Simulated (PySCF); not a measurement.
**Structure elucidation problem**

The spectra below were simulated for a compound C5H11NOSi.

¹H NMR (400 MHz, computed): δ 6.82 (m, 1H), 6.79 (m, 1H), 4.91 (s, 2H), 2.76 (q, 2H), 1.21 (t, 3H), 0.36 (br s, 2H).

¹³C{¹H} NMR (computed): δ 211.8 (C), 159.1 (C), 144.3 (CH2), 33.3 (CH2), 9.4 (CH3).

Relativity neglected, gas phase, fast rotation and ring inversion assumed for equivalent nuclei, one computed conformer. NMR shieldings at PBE0/pcSseg-1/GIAO; structure optimised with GFN2-xTB; PySCF 2.14.0 with density-fitted response routines.

Scale: TMS for ¹H (σ = 31.72 ppm), ¹³C (σ = 186.93 ppm) (reference shieldings calculated alike).

Which candidate is it?
A. C=C([SiH2]N)C(=O)CC
B. C[SiH2]C(=O)C1CNC1
C. CC(C)(C)O[SiH2]C#N

Answers

A. 

Rings plus π bonds: 2 (no ring in the answer). 5 carbon signals for 5 carbons: no two carbons are equivalent. Carbon types of the structure: 2 × C, 2 × CH2, 1 × CH3, leaving 4 H on heteroatoms. δC 211.8: ketone carbonyl carbon; low-lying n→π* states of the double bond to the heteroatom give a large paramagnetic term (-278 ppm). δC 159.1: α carbon of a C=C–C=O unit; an sp2 carbon of a C=C bond. δC 144.3: β carbon of a C=C–C=O unit; conjugation with the carbonyl draws π density from the β position. δC 33.3: sp3 CH2 α to a carbonyl; α to the electron-withdrawing carbonyl group. δH 0.36: hydrogen on a nitrogen bonded to Si; labile proton, position sensitive to the medium.

The others: CC(C)(C)O[SiH2]C#N would give 3 carbon signals, not 5; C[SiH2]C(=O)C1CNC1 would give 4 carbon signals, not 5.

OH/NH shifts are gas-phase values; hydrogen bonding in solution moves them, usually downfield. Shifts are as computed. Against solution values, carbons near 30 ppm lie about +3 ppm off and those near 130 ppm about +5 ppm. Of 1309 compounds with measured shifts, 239 miss one by over three times the rms of a fit or turn the order of signals round; such compounds aren't used in these exercises. No couplings were computed; multiplicities are counted from neighbouring protons, with m where these are inequivalent, close in shift, in a saturated or five-membered ring or joined by F or P, and br s for small geminal =CH2 splittings.
